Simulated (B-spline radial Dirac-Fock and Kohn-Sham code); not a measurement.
X-ray form factors of lutetium in several charge states

Level of theory: Dirac-Fock orbitals of the configuration average with a finite nucleus; a radial B-spline solver.

Configurations: Lu [Xe] 4f14 5d1 6s2; Lu⁺ [Xe] 4f14 6s2; Lu²⁺ [Xe] 4f14 6s1; Lu³⁺ [Xe] 4f14; Lu⁴⁺ [Xe] 4f13. The first column is f₀ of Lu, the others are differences from it.

| s (Å⁻¹) | Lu | Δ Lu⁺ | Δ Lu²⁺ | Δ Lu³⁺ | Δ Lu⁴⁺ |
| --- | --- | --- | --- | --- | --- |
| 0 | 71.000 | -1.000 | -2.000 | -3.000 | -4.000 |
| 0.1 | 66.780 | -0.320 | -0.609 | -1.001 | -1.828 |
| 0.2 | 60.095 | -0.059 | +0.016 | +0.093 | -0.387 |
| 0.3 | 53.282 | +0.049 | +0.065 | +0.100 | -0.121 |
| 0.4 | 46.908 | +0.058 | +0.046 | +0.031 | -0.080 |
| 0.5 | 41.399 | +0.021 | +0.015 | +0.003 | -0.070 |
| 0.7 | 32.751 | -0.013 | -0.009 | -0.001 | -0.014 |
| 0.9 | 26.412 | -0.006 | -0.004 | -0.001 | +0.033 |
| 1.1 | 21.901 | +0.001 | 0.000 | -0.002 | +0.034 |
| 1.4 | 17.708 | +0.002 | 0.000 | -0.002 | +0.010 |

Values without a named source are computed, but for edge energies of neutral atoms, which are taken from tables.
